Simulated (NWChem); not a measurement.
MgH2Se; SMILES [SeH][MgH]

```xyz
4

Mg     0.0164    -1.7459     0.0000
H      0.0244    -3.4394     0.0000
Se     0.0358     0.6966     0.0000
H     -1.4380     0.7049     0.0000
```
Atoms are numbered in this order, from 1.

All runs: NWChem. Coordinates come from a PBE0/def2-SVP optimisation. Ions are spin-unrestricted doublets at the neutral geometry; other ion states weren't tried.

For level PBE/def2-SVP:

```yaml
"−ε(HOMO) (eV)": 5.55
```

**Question.** What are these values for level PBE0/def2-SVP?

**Answer.** 
| Item | Result |
|---|---|
| −ε(HOMO) (eV) | 6.67 |
